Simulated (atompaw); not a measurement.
## Plane-wave convergence, PAW (atompaw) potential for Ge (Z = 32)

| Property | Result |
| --- | --- |
| Element | Ge (Z = 32) |
| Generator | atompaw 4.2.0.5 |
| Type | PAW |
| Functional | PBE |
| Relativity | scalar-relativistic |
| Frozen core | [Ne] |
| Valence charge | 22 |
| Reference configuration | 3s2 3p6 3d10 4s2 4p1.5 (charge +0.5) |
| Partial waves | 3s (bound): rc 0.65 bohr; 4s (bound): rc 1.50 bohr; 3p (bound): rc 0.95 bohr; 4p (bound): rc 1.15 bohr; 3d (bound): rc 1.50 bohr; 3d channel at 2.6 Ry: rc 1.50 bohr |
| Local potential | troulliermartins scheme with l = 3 at 1 Ry, radius 1.00 bohr |
| Core correction | smooth core density matched at 1.05 bohr |
| Augmentation charge | besselshape compensation charge, radius 1.25 bohr; PAW radius 1.50 bohr; waves and projectors: custom polynom gramschmidtortho |

The pseudo-atom Hamiltonian at the reference potential is diagonalised in spherical Bessel functions j_l(qr) that vanish at 20 bohr, with q² up to the cutoff. All-electron valence levels (Ry): 3s -12.6952, 4s -1.1466, 3p -8.8094, 4p -0.5427, 3d -2.4653.

Question: How do the lowest levels (Ry) of each channel move with the cutoff, and are there ghosts?

Answer:

| cutoff (Ry) | s #1 | s #2 | s #3 | p #1 | p #2 | p #3 | d #1 | d #2 | f #1 | f #2 | Σ f·Δε (mRy) |
| --- | --- | --- | --- | --- | --- | --- | --- | --- | --- | --- | --- |
| 8 | -5.5622 | -0.7983 | -0.1300 | -0.9228 | -0.1172 | 0.0026 | -0.0663 | 0.0206 | 0.0322 | 0.1397 | 86841.8 |
| 15 | -10.4357 | -1.1044 | -0.1660 | -1.0527 | -0.1318 | -0.0045 | -0.0800 | 0.0108 | 0.0322 | 0.1397 | 75612.1 |
| 21 | -12.0825 | -1.1437 | -0.1710 | -1.3133 | -0.1640 | -0.0170 | -1.5195 | -0.0544 | 0.0322 | 0.1397 | 56232.7 |
| 35 | -12.4288 | -1.1462 | -0.1714 | -6.4788 | -0.5169 | -0.0775 | -2.4448 | -0.0573 | 0.0322 | 0.1397 | 14760.2 |
| 50 | -12.4471 | -1.1465 | -0.1714 | -8.4810 | -0.5417 | -0.0802 | -2.4622 | -0.0574 | 0.0322 | 0.1397 | 2498.7 |
| 60 | -12.4854 | -1.1465 | -0.1714 | -8.7240 | -0.5423 | -0.0802 | -2.4634 | -0.0574 | 0.0322 | 0.1397 | 950.5 |
| 90 | -12.6229 | -1.1466 | -0.1714 | -8.8057 | -0.5426 | -0.0803 | -2.4651 | -0.0574 | 0.0322 | 0.1397 | 167.9 |
| 120 | -12.6809 | -1.1466 | -0.1714 | -8.8073 | -0.5427 | -0.0803 | -2.4652 | -0.0574 | 0.0322 | 0.1397 | 41.4 |
| 180 | -12.6931 | -1.1466 | -0.1714 | -8.8092 | -0.5427 | -0.0803 | -2.4653 | -0.0574 | 0.0322 | 0.1397 | 5.1 |
| 230 | -12.6941 | -1.1466 | -0.1714 | -8.8093 | -0.5427 | -0.0803 | -2.4653 | -0.0574 | 0.0322 | 0.1397 | 2.5 |
| 350 | -12.6951 | -1.1466 | -0.1714 | -8.8094 | -0.5427 | -0.0803 | -2.4653 | -0.0574 | 0.0322 | 0.1397 | 0.1 |
| 400 | -12.6951 | -1.1466 | -0.1714 | -8.8094 | -0.5427 | -0.0803 | -2.4653 | -0.0574 | 0.0322 | 0.1397 | 0.0 |

Result: no extra level below or beside the all-electron valence levels (s, p, d, f tested); 10 mRy is reached at 160 Ry and 1 mRy at 260 Ry.
